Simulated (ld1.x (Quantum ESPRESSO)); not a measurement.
## Logarithmic derivatives: He (Z = 2), TM

* Element: He (Z = 2)
* Generator: ld1.x (Quantum ESPRESSO) 7.5
* Type: norm-conserving Troullier–Martins (Kleinman–Bylander form)
* Functional: PBEsol
* Relativity: scalar-relativistic
* Frozen core: none
* Valence charge: 2
* Reference configuration: 1s1 (charge +1)
* Partial waves: 2p channel at -0.05 Ry: rc 0.40 bohr; 1s (bound): rc 0.45 bohr
* Local potential: the s channel
* Core correction: none

The phase is arctan(r·u′/u) with u = r·R(r), unwrapped; energies in Ry, scanned from -5 to 5 Ry. A pole is an energy at which the radial function vanishes at the test radius. The pseudo phase is shifted by a multiple of π to meet the all-electron one at the reference energy, and phase errors are pseudo minus all-electron; the curves can meet again beyond the range given. Levels narrower than the energy grid can be missing from the lists of poles.

Question: For each channel, where are the poles, and over which energies does the pseudopotential scatter like the atom?

Answer:

```csv
channel,radius (bohr),reference energy (Ry),"poles, all-electron","poles, pseudo",unbroken range about the reference energy with phases within 0.05 rad,phase error 1 Ry above the reference energy (rad)
s,0.50,-2.84,none,none,the whole range,+0.000
p,0.50,-0.05,none,none,the whole range,+0.000
```

Phases in the p channel:

```json
{"E (Ry)": "-5.00", "all-electron": "1.067", "pseudo": "1.067"}
{"E (Ry)": "-4.48", "all-electron": "1.060", "pseudo": "1.060"}
{"E (Ry)": "-3.96", "all-electron": "1.053", "pseudo": "1.053"}
{"E (Ry)": "-3.44", "all-electron": "1.046", "pseudo": "1.046"}
{"E (Ry)": "-2.92", "all-electron": "1.039", "pseudo": "1.039"}
{"E (Ry)": "-2.40", "all-electron": "1.032", "pseudo": "1.032"}
{"E (Ry)": "-1.88", "all-electron": "1.024", "pseudo": "1.024"}
{"E (Ry)": "-1.36", "all-electron": "1.016", "pseudo": "1.016"}
{"E (Ry)": "-0.84", "all-electron": "1.007", "pseudo": "1.007"}
{"E (Ry)": "-0.32", "all-electron": "0.999", "pseudo": "0.999"}
{"E (Ry)": "0.20", "all-electron": "0.990", "pseudo": "0.990"}
{"E (Ry)": "0.72", "all-electron": "0.980", "pseudo": "0.981"}
{"E (Ry)": "1.24", "all-electron": "0.971", "pseudo": "0.971"}
{"E (Ry)": "1.76", "all-electron": "0.961", "pseudo": "0.961"}
{"E (Ry)": "2.28", "all-electron": "0.950", "pseudo": "0.950"}
{"E (Ry)": "2.80", "all-electron": "0.939", "pseudo": "0.939"}
{"E (Ry)": "3.32", "all-electron": "0.928", "pseudo": "0.928"}
{"E (Ry)": "3.84", "all-electron": "0.916", "pseudo": "0.916"}
{"E (Ry)": "4.36", "all-electron": "0.904", "pseudo": "0.904"}
{"E (Ry)": "4.88", "all-electron": "0.891", "pseudo": "0.891"}
```
